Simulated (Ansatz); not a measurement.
Input for Ansatz (a quantum-chemistry and plane-wave program): R-wB97X-V/def2-TZVPP on AlH3O3 (SMILES [OH][Al]([OH])[OH]), a point of a torsion scan.

Ansatz 0.2 input:
```yaml
crystal:
  periodic: [false, false, false]
  atoms:
    - {symbol: O, position_ang: [-1.48129889, -0.70179887, -0.27099462]}
    - {symbol: Al, position_ang: [0.10737282, -0.58188064, -0.67765113]}
    - {symbol: O, position_ang: [1.26311581, -1.17685721, 0.35449893]}
    - {symbol: O, position_ang: [0.59589152, 0.04567291, -2.13845905]}
    - {symbol: H, position_ang: [-2.25604619, -0.56411249, 0.24942034]}
    - {symbol: H, position_ang: [2.20771145, -1.23492579, 0.31171755]}
    - {symbol: H, position_ang: [0.16484518, 0.41243292, -2.89780288]}
basis:
  gaussian:
    orbitals: def2-TZVPP
hamiltonian:
  xc: {name: wB97X-V}
scf: {lower_state_search: off}
```

Output:

```
WARN ansatz: RAYON_NUM_THREADS=1 ignored (pool sized by the plan → 1); use --threads N
Functional definition: wB97X-V
these checks for a lower state are left out or cut short: stability, starts, cluster_reference, orbital_swaps, neighbouring_geometries, increment
integrals: 0.11 GiB planned
918 factors; their error is unknown
integrals: 0.14 GiB planned
207 factors; integrals over basis functions are off by at most 7.2e-6 eV
mean field: 0.88 GiB planned
mean field evaluation 1: about -12780.5338 eV, gradient 8.4e1 eV
mean field evaluation 2: about -12778.8426 eV, gradient 9.1e1 eV
mean field evaluation 4: about -12791.3535 eV, gradient 6.8e-1 eV
mean field evaluation 8: about -12791.3565 eV, gradient 2.1e-2 eV
mean field evaluation 16: about -12791.3730 eV, gradient 2.8e-5 eV
mean field -12791.37299363 eV, -470.0742872119 hartree, gradient 3.3e-6 eV, S^2 0.000000; 0 other end points of the search recorded, 0 dependent functions left out
reference -12791.37299161 eV, -470.0742871377 hartree; 20, 20 occupied and 157, 157 virtual orbitals, 918 factors
Total energy: -12791.37299161 eV, -470.0742871377 hartree
Checks for a lower state left out: stability, starts, cluster_reference, orbital_swaps, neighbouring_geometries, increment
```

The calculation finished and met its thresholds.

Cost: very roughly 6 core-seconds.
